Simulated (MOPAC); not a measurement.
Job for MOPAC: PM6 on C3H8O2 (SMILES COCOC), a point of a torsion scan.

```
PM6 1SCF PRECISE CHARGE=0 THREADS=1
C3H8O2

C      2.08605300 1     0.41562688 1    -0.11157068 1
O      1.39363354 1    -0.63755565 1     0.52975931 1
C      0.02272079 1    -0.45551167 1     0.69745568 1
O     -0.49556567 1     0.50231255 1    -0.17899480 1
C     -1.88145015 1     0.67215424 1    -0.03893382 1
H      1.96495142 1     1.36016979 1     0.42778607 1
H      1.74527419 1     0.54664728 1    -1.14068209 1
H      3.13197030 1     0.11617307 1    -0.10035842 1
H     -0.45589486 1    -1.43884057 1     0.53943935 1
H     -0.18480598 1    -0.13609563 1     1.74494467 1
H     -2.13945494 1     0.99558292 1     0.97730229 1
H     -2.42043527 1    -0.25690289 1    -0.26006365 1
H     -2.16878866 1     1.44134943 1    -0.75212280 1
```

The log:

```
*******************************************************************************
 **                                                                           **
 **                              MOPAC v23.2.5                                **
 **                                                                           **
 *******************************************************************************
 ** MOPAC's Digital Object Identifier: https://doi.org/10.5281/zenodo.6511958 **
 **                                                                           **
 ** Please cite the open-source release paper for use of this MOPAC version:  **
 ** J. E. Moussa and J. J. P. Stewart (2026)                                  **
 ** MOPAC: An open-source semiempirical molecular orbital program             **
 ** J. Open Source Softw., 11(119), 8025, https://doi.org/10.21105/joss.08025 **
 *******************************************************************************

                              PM6 CALCULATION RESULTS

 *******************************************************************************
 *  PM6        - The PM6 Hamiltonian to be used
 *
 *
 *
 *                 CHARGE ON SYSTEM = 0
 *
 *
 *
 *  PRECISE    - TIGHTER CRITERIA TO BE USED
 *  1SCF       - DO 1 SCF AND THEN STOP
 *  THREADS=1  - MULTI-THREADING NOT USED
 *  T=         - A TIME OF 172800.0 SECONDS REQUESTED
 *  DUMP=N     - RESTART FILE WRITTEN EVERY 7200.0 SECONDS REQUESTED
 *******************************************************************************
PM6 1SCF PRECISE CHARGE=0 THREADS=1
 C3H8O2

   ATOM   CHEMICAL          X               Y               Z
  NUMBER   SYMBOL      (ANGSTROMS)     (ANGSTROMS)     (ANGSTROMS)

     1       C          2.08605300  *   0.41562688  *  -0.11157068  *
     2       O          1.39363354  *  -0.63755565  *   0.52975931  *
     3       C          0.02272079  *  -0.45551167  *   0.69745568  *
     4       O         -0.49556567  *   0.50231255  *  -0.17899480  *
     5       C         -1.88145015  *   0.67215424  *  -0.03893382  *
     6       H          1.96495142  *   1.36016979  *   0.42778607  *
     7       H          1.74527419  *   0.54664728  *  -1.14068209  *
     8       H          3.13197030  *   0.11617307  *  -0.10035842  *
     9       H         -0.45589486  *  -1.43884057  *   0.53943935  *
    10       H         -0.18480598  *  -0.13609563  *   1.74494467  *
    11       H         -2.13945494  *   0.99558292  *   0.97730229  *
    12       H         -2.42043527  *  -0.25690289  *  -0.26006365  *
    13       H         -2.16878866  *   1.44134943  *  -0.75212280  *



          CARTESIAN COORDINATES

    NO.       ATOM           X           Y           Z

     1         C          2.0861      0.4156     -0.1116
     2         O          1.3936     -0.6376      0.5298
     3         C          0.0227     -0.4555      0.6975
     4         O         -0.4956      0.5023     -0.1790
     5         C         -1.8815      0.6722     -0.0389
     6         H          1.9650      1.3602      0.4278
     7         H          1.7453      0.5466     -1.1407
     8         H          3.1320      0.1162     -0.1004
     9         H         -0.4559     -1.4388      0.5394
    10         H         -0.1848     -0.1361      1.7449
    11         H         -2.1395      0.9956      0.9773
    12         H         -2.4204     -0.2569     -0.2601
    13         H         -2.1688      1.4413     -0.7521

 General Reference for PM6:
 "Optimization of Parameters for Semiempirical Methods V: Modification of NDDO Approximations
 and Application to 70 Elements", J. J. P. Stewart, J. Mol. Mod., 13, 1173-1213 (2007)
 URL: https://link.springer.com/article/10.1007/s00894-007-0233-4

           Empirical Formula: C3 H8 O2  =    13 atoms



      MOLECULAR POINT GROUP   :   C1


      RHF CALCULATION, NO. OF DOUBLY OCCUPIED LEVELS = 16


 -------------------------------------------------------------------------------
 PM6 1SCF PRECISE CHARGE=0 THREADS=1
 C3H8O2



     1SCF WAS SPECIFIED, SO BFGS WAS NOT USED
     SCF FIELD WAS ACHIEVED


                              PM6 CALCULATION
                                                       MOPAC v23.2.5 Linux




          FINAL HEAT OF FORMATION =        -80.29294 KCAL/MOL =    -335.94568 KJ/MOL


          COSMO AREA              =        118.90 SQUARE ANGSTROMS
          COSMO VOLUME            =        102.43 CUBIC ANGSTROMS

          IONIZATION POTENTIAL    =          9.558239 EV
          HOMO LUMO ENERGIES (EV) =         -9.558  1.805
          NO. OF FILLED LEVELS    =         16
          MOLECULAR WEIGHT        =         76.0950         POINT GROUP:  C1

          MOLECULAR DIMENSIONS (Angstroms)

            Atom       Atom       Distance
            H    12    H     8     5.56722
            H     9    H    13     3.23848
            H     7    H    10     2.50145


          SCF CALCULATIONS        =          1





   ATOM   CHEMICAL          X               Y               Z
  NUMBER   SYMBOL      (ANGSTROMS)     (ANGSTROMS)     (ANGSTROMS)

     1       C          2.08605300  *   0.41562688  *  -0.11157068  *
     2       O          1.39363354  *  -0.63755565  *   0.52975931  *
     3       C          0.02272079  *  -0.45551167  *   0.69745568  *
     4       O         -0.49556567  *   0.50231255  *  -0.17899480  *
     5       C         -1.88145015  *   0.67215424  *  -0.03893382  *
     6       H          1.96495142  *   1.36016979  *   0.42778607  *
     7       H          1.74527419  *   0.54664728  *  -1.14068209  *
     8       H          3.13197030  *   0.11617307  *  -0.10035842  *
     9       H         -0.45589486  *  -1.43884057  *   0.53943935  *
    10       H         -0.18480598  *  -0.13609563  *   1.74494467  *
    11       H         -2.13945494  *   0.99558292  *   0.97730229  *
    12       H         -2.42043527  *  -0.25690289  *  -0.26006365  *
    13       H         -2.16878866  *   1.44134943  *  -0.75212280  *

                             CARTESIAN COORDINATES

   1    C        2.086053000     0.415626880    -0.111570680
   2    O        1.393633540    -0.637555650     0.529759310
   3    C        0.022720790    -0.455511670     0.697455680
   4    O       -0.495565670     0.502312550    -0.178994800
   5    C       -1.881450150     0.672154240    -0.038933820
   6    H        1.964951420     1.360169790     0.427786070
   7    H        1.745274190     0.546647280    -1.140682090
   8    H        3.131970300     0.116173070    -0.100358420
   9    H       -0.455894860    -1.438840570     0.539439350
  10    H       -0.184805980    -0.136095630     1.744944670
  11    H       -2.139454940     0.995582920     0.977302290
  12    H       -2.420435270    -0.256902890    -0.260063650
  13    H       -2.168788660     1.441349430    -0.752122800


           Empirical Formula: C3 H8 O2  =    13 atoms



      MOLECULAR POINT GROUP   :   C1


                  EIGENVALUES
 -30.93414 -30.07147 -26.07101 -25.04054 -22.90862 -17.99037 -17.61840 -17.38238
 -15.27612 -14.72544 -14.61013 -13.62257 -12.60367 -12.09278 -10.61447  -9.55824
   1.80489   2.20374   4.17392   4.33440   5.05825   5.11397   5.19291   5.30503
   5.67989   5.72199   5.79635   6.22151


              NET ATOMIC CHARGES AND DIPOLE CONTRIBUTIONS

  ATOM NO.   TYPE          CHARGE      No. of ELECS.   s-Pop       p-Pop
    1          C          -0.164645        4.1646     1.08623     3.07842
    2          O          -0.435393        6.4354     1.83093     4.60446
    3          C           0.222780        3.7772     1.09261     2.68461
    4          O          -0.467099        6.4671     1.82867     4.63843
    5          C          -0.174839        4.1748     1.08563     3.08921
    6          H           0.128808        0.8712     0.87119
    7          H           0.139110        0.8609     0.86089
    8          H           0.146219        0.8538     0.85378
    9          H           0.108089        0.8919     0.89191
   10          H           0.090006        0.9100     0.90999
   11          H           0.123621        0.8764     0.87638
   12          H           0.124896        0.8751     0.87510
   13          H           0.158448        0.8416     0.84155
 DIPOLE           X         Y         Z       TOTAL
 POINT-CHG.    -1.956     0.842     0.479     2.183
 HYBRID         0.122    -0.028    -0.052     0.136
 SUM           -1.834     0.815     0.428     2.052


          ATOMIC ORBITAL ELECTRON POPULATIONS

     Atom    s        px        py        pz
    1  C   1.08623   1.03462   0.96323   1.08057
    2  O   1.83093   1.27416   1.50819   1.82211
    3  C   1.09261   0.78171   0.95421   0.94868
    4  O   1.82867   1.29850   1.66120   1.67873
    5  C   1.08563   0.80547   1.13937   1.14437
    6  H   0.87119
    7  H   0.86089
    8  H   0.85378
    9  H   0.89191
   10  H   0.90999
   11  H   0.87638
   12  H   0.87510
   13  H   0.84155

 **********************
 *                    *
 * JOB ENDED NORMALLY *
 *                    *
 **********************




 == MOPAC DONE ==
```

The run finished.

Cost: roughly 0.03 core-seconds.
